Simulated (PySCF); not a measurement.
# Computed records: BH5NSi2, BH4OSi

All values are calculated (PySCF 2.14.0). Calculation on a computer-drawn molecule: the log of a Hartree-Fock and frozen-core CCSD(T) single point meant for a local Hartree-Fock minimum, with one planted fault or none, to be diagnosed. Offsets are logged minus clean, where the clean run is the same molecule without the fault. The reference is restricted for singlets and unrestricted otherwise, and also for a bond in bohr or an excited solution. Adding or removing an electron swaps singlet and doublet. The excited solution moves the top pair (singlet) or top alpha electron (doublet) to the lowest empty orbital. Highest occupied and lowest empty are orbital energies over both spins, largest force is the largest gradient component, triples share is (T) over the correlation energy, the T1 limit is 0.02 restricted and 0.045 unrestricted, electrons count all cores, a negative frequency is imaginary (commonest isotopes), and the dipole is about the centre of nuclear charge.

Common to all runs: meant charge 1; meant multiplicity 1; meant basis cc-pV(D+d)Z; logged SCF converged yes; possible faults no fault, one electron removed, one electron added, multiplicity raised by two, geometry at a saddle point, SCF held on an excited solution, minimal basis STO-3G, one bond length entered in bohr, all coordinates scaled.

```yaml
- entry: 1
  formula: BH5NSi2
  logged_structure:
    atoms_angstrom:
      - [B, -0.7717, -1.0047, 3.5324]
      - [Si, -0.2194, -2.6108, 2.3344]
      - ["N", 0.5989, -2.4139, 0.9235]
      - [Si, 1.4073, -2.2685, -0.4808]
      - [H, -1.8536, -0.4719, 3.3491]
      - [H, -0.0038, -0.6177, 4.3974]
      - [H, -0.5671, -4.0148, 2.7475]
      - [H, 0.6865, -2.1035, -1.7811]
      - [H, 2.9025, -2.2796, -0.5236]
  given:
    logged_electrons: 44
    logged_basis_functions: 99
    logged_spin_squared: 0.0
    "logged_highest_occupied [eV]": -15.488
    "logged_lowest_empty [eV]": -3.5658
    "logged_largest_force [hartree/bohr]": 0.018778
    logged_T1_diagnostic: 0.020395
    logged_D1_diagnostic: 0.059858
    logged_triples_share: 0.032948
    logged_CC_converged: "yes"
    "logged_dipole_magnitude [debye]": 0.6262
    logged_SCF_stable_within_its_kind: "yes"
    "logged_energy_HF [hartree]": -659.6443
    "logged_energy_CCSD(T) [hartree]": -660.11795
    drawn_bonds_atom: [1, 2, 3, 1, 1, 2, 4, 4]
    drawn_bonds_other_atom: [2, 3, 4, 5, 6, 7, 8, 9]
    drawn_bonds_order: [1, 1, 2, 1, 1, 1, 1, 1]
  results:
    planted_fault: "all coordinates scaled, by +2.4 %"
    "HF_energy_offset_from_clean_run [kcal/mol]": 3.395
    "CCSD(T)_energy_offset_from_clean_run [kcal/mol]": -0.0469
  notes: ["T1 above single-reference limit"]
- entry: 2
  formula: BH5NSi2
  logged_structure:
    atoms_angstrom:
      - [B, -0.7536, -0.9811, 3.4496]
      - [Si, -0.2142, -2.5496, 2.2797]
      - ["N", 0.5849, -2.3573, 0.9018]
      - [Si, 1.3743, -2.2153, -0.4695]
      - [H, -1.8101, -0.4608, 3.2706]
      - [H, -0.0037, -0.6032, 4.2943]
      - [H, -0.5538, -3.9207, 2.6831]
      - [H, 0.6704, -2.0542, -1.7394]
      - [H, 2.8345, -2.2261, -0.5113]
  given:
    logged_electrons: 43
    logged_basis_functions: 99
    logged_spin_squared: 0.768
    "logged_highest_occupied [eV]": -21.942
    "logged_lowest_empty [eV]": -12.535
    "logged_largest_force [hartree/bohr]": 0.10034
    logged_T1_diagnostic: 0.059554
    logged_D1_diagnostic: 0.3464
    logged_triples_share: 0.030767
    logged_CC_converged: "yes"
    "logged_dipole_magnitude [debye]": 1.5141
    logged_SCF_stable_within_its_kind: "yes"
    "logged_energy_HF [hartree]": -659.13449
    "logged_energy_CCSD(T) [hartree]": -659.56406
    drawn_bonds_atom: [1, 2, 3, 1, 1, 2, 4, 4]
    drawn_bonds_other_atom: [2, 3, 4, 5, 6, 7, 8, 9]
    drawn_bonds_order: [1, 1, 2, 1, 1, 1, 1, 1]
  results:
    planted_fault: "one electron removed"
    "HF_energy_offset_from_clean_run [kcal/mol]": 323.3
    "CCSD(T)_energy_offset_from_clean_run [kcal/mol]": 347.5
  notes: ["T1 above single-reference limit"]
- entry: 3
  formula: BH5NSi2
  logged_structure:
    atoms_angstrom:
      - [B, -2.3343, -0.5042, 0.0]
      - [Si, -0.683, 0.7257, 0.0]
      - ["N", 0.8227, 0.1654, 0.0]
      - [Si, 2.3765, -0.176, 0.0]
      - [H, -3.4167, -0.0097, 0.0]
      - [H, -2.1602, -1.6809, 0.0]
      - [H, -0.8775, 2.1834, 0.0]
      - [H, 2.8563, -1.5568, 0.0]
      - [H, 3.4163, 0.8533, 0.0]
  given:
    logged_electrons: 44
    logged_basis_functions: 99
    logged_spin_squared: 0.0
    "logged_highest_occupied [eV]": -15.256
    "logged_lowest_empty [eV]": -5.0338
    "logged_largest_force [hartree/bohr]": 2.2151e-05
    "logged_lowest_frequency [cm^-1]": -238.8
    logged_T1_diagnostic: 0.014306
    logged_D1_diagnostic: 0.047038
    logged_triples_share: 0.029918
    logged_CC_converged: "yes"
    "logged_dipole_magnitude [debye]": 0.83891
    logged_SCF_stable_within_its_kind: "yes"
    "logged_energy_HF [hartree]": -659.63735
    "logged_energy_CCSD(T) [hartree]": -660.10016
    drawn_bonds_atom: [1, 2, 3, 1, 1, 2, 4, 4]
    drawn_bonds_other_atom: [2, 3, 4, 5, 6, 7, 8, 9]
    drawn_bonds_order: [1, 1, 2, 1, 1, 1, 1, 1]
  results:
    planted_fault: "geometry at a saddle point"
    "HF_energy_offset_from_clean_run [kcal/mol]": 7.757
    "CCSD(T)_energy_offset_from_clean_run [kcal/mol]": 11.11
- entry: 4
  formula: BH4OSi
  logged_structure:
    atoms_angstrom:
      - [B, -1.7276, 0.6059, -0.6239]
      - [Si, 0.2761, 0.5799, -1.0036]
      - [O, 0.9344, -0.2583, -2.1644]
      - [H, -2.387, 1.4391, -1.1575]
      - [H, -2.1665, -0.2072, 0.1244]
      - [H, 1.2925, 1.3177, -0.2592]
      - [H, 0.5593, -0.836, -2.8204]
  given:
    logged_electrons: 30
    logged_basis_functions: 71
    logged_spin_squared: 0.0
    "logged_highest_occupied [eV]": -12.202
    "logged_lowest_empty [eV]": -10.619
    "logged_largest_force [hartree/bohr]": 0.063084
    logged_CC_converged: "no"
    "logged_dipole_magnitude [debye]": 0.61104
    logged_SCF_stable_within_its_kind: "no"
    "logged_energy_HF [hartree]": -390.11176
    drawn_bonds_atom: [1, 2, 1, 1, 2, 3]
    drawn_bonds_other_atom: [2, 3, 4, 5, 6, 7]
    drawn_bonds_order: [1, 1, 1, 1, 1, 1]
  results:
    planted_fault: "SCF held on an excited solution"
    "HF_energy_offset_from_clean_run [kcal/mol]": 271.8
  notes: ["CCSD not converged"]
```
